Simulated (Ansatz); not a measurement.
Si5H12⁻, that is Si(SiH3)4 with one electron more. The state is a doublet with charge -1. Geometry PBE-D4/def2-SVP, that of the neutral singlet; atoms count from 1.

| atom | x (Å) | y (Å) | z (Å) |
| --- | --- | --- | --- |
| Si1 | 0.0005 | -0.0012 | 0.0017 |
| Si2 | 1.2078 | 1.4034 | 1.4481 |
| H3 | 2.4118 | 0.6791 | 1.9911 |
| H4 | 0.3407 | 1.8325 | 2.6026 |
| H5 | 1.6744 | 2.6315 | 0.7114 |
| Si6 | 1.3867 | -0.6718 | -1.7738 |
| H7 | 0.6240 | -1.5557 | -2.7256 |
| H8 | 2.5734 | -1.4368 | -1.2492 |
| H9 | 1.8837 | 0.5341 | -2.5273 |
| Si10 | -1.8539 | 1.1620 | -0.8539 |
| H11 | -2.7435 | 1.6244 | 0.2701 |
| H12 | -2.6525 | 0.2676 | -1.7654 |
| H13 | -1.3982 | 2.3658 | -1.6360 |
| Si14 | -0.7403 | -1.8944 | 1.1805 |
| H15 | 0.4335 | -2.6450 | 1.7530 |
| H16 | -1.5013 | -2.8146 | 0.2624 |
| H17 | -1.6469 | -1.4807 | 2.3101 |

The highest occupied level of the charge -1 doublet lies above zero (up to 1.83 eV). By energy differences it is unbound by 0.67 eV (vertical, against the charge 0 singlet, at PBE0-D4/def2-TZVPD) and held by the finite basis.

(1) Estimate the Mulliken populations from the PBE0/def2-TZVPD orbitals of Ansatz.

(2) Where does the spin sit?

(3) And the Mayer bond orders between heavy atoms (over 0.3)?

Answers

(1) 
| atom | charge (e) | spin (α − β) |
| --- | --- | --- |
| Si1 | 0.35 | 0.01 |
| Si2 | -0.02 | 0.01 |
| H3 | -0.06 | 0.03 |
| H4 | -0.06 | 0.03 |
| H5 | -0.07 | 0.03 |
| Si6 | -0.03 | 0.02 |
| H7 | -0.06 | 0.03 |
| H8 | -0.06 | 0.03 |
| H9 | -0.07 | 0.03 |
| Si10 | -0.02 | 0.01 |
| H11 | -0.06 | 0.03 |
| H12 | -0.06 | 0.03 |
| H13 | -0.07 | 0.03 |
| Si14 | -0.43 | 0.43 |
| H15 | -0.09 | 0.08 |
| H16 | -0.09 | 0.08 |
| H17 | -0.09 | 0.08 |
Mulliken values depend strongly on the basis. With diffuse functions, as here, like atoms can get unlike values, and bond orders can come out too low or too high.

(2) Summed by element: Si 0.48, H 0.52, of 1 unpaired in all. Largest on single atoms: Si14 0.43, H16 0.08, H15 0.08.

(3) Si1–Si2 0.85 (2.35 Å); Si1–Si6 0.86 (2.35 Å); Si1–Si10 0.85 (2.35 Å); Si1–Si14 1.20 (2.35 Å).
